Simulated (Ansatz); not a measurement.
One change: `[SH][Ga]([Br])[Br]` becomes `C[O][Ga]([SH])[Br]`.

Ansatz, PBE0-D4/def2-TZVP geometries, multiplicity 1. Each molecule was computed in one conformer, which needn't be the lowest.

Scalar relativity is left out up to krypton. Spin–orbit coupling is left out; it splits and shifts lone-pair levels of the heavy atoms by tenths of an eV.

| property | `[SH][Ga]([Br])[Br]` |
| --- | --- |
| size of the dipole moment (PBE/def2-TZVPP) / D | 1.17 |
| LUMO energy (ωB97M-V/def2-TZVPP) / eV | 0.09 |
| ideal-gas entropy at 298 K and 1 bar (rigid rotor, harmonic PBE0-D4/def2-TZVP) / J/(mol·K) | 373 |
| zero-point energy (PBE0-D4/def2-TZVP) / kJ/mol | 30.1 |
| size of the dipole moment (ωB97M-V/def2-TZVPP) / D | 1.18 |
| HOMO–LUMO gap (B3LYP/def2-TZVPP) / eV | 5.89 |

Task: Give the same properties after the change, and the shifts. (Estimate.)

Result: Ansatz gave: 
```tsv
property	`C[O][Ga]([SH])[Br]`	shift
size of the dipole moment (PBE/def2-TZVPP) / D	1.29	0.12
LUMO energy (ωB97M-V/def2-TZVPP) / eV	0.66	0.57
ideal-gas entropy at 298 K and 1 bar (rigid rotor, harmonic PBE0-D4/def2-TZVP) / J/(mol·K)	401	28
zero-point energy (PBE0-D4/def2-TZVP) / kJ/mol	137.3	107.2
size of the dipole moment (ωB97M-V/def2-TZVPP) / D	1.21	0.03
HOMO–LUMO gap (B3LYP/def2-TZVPP) / eV	6.14	0.25
```

With PBE0 the HOMO rises by 0.32 eV and the LUMO rises by 0.58 eV, so the gap widens by about 0.26 eV. PBE moves the HOMO by 0.45 eV and ωB97M-V by 0.28 eV. The zero-point energy changes by 107.2 kJ/mol with +12 modes. Dipoles are sizes alone; their direction can turn.

Positive LUMOs are unbound, so they and the gaps depend on the basis.

B3LYP here is the variant with VWN-RPA as its local correlation; programs differ in this.
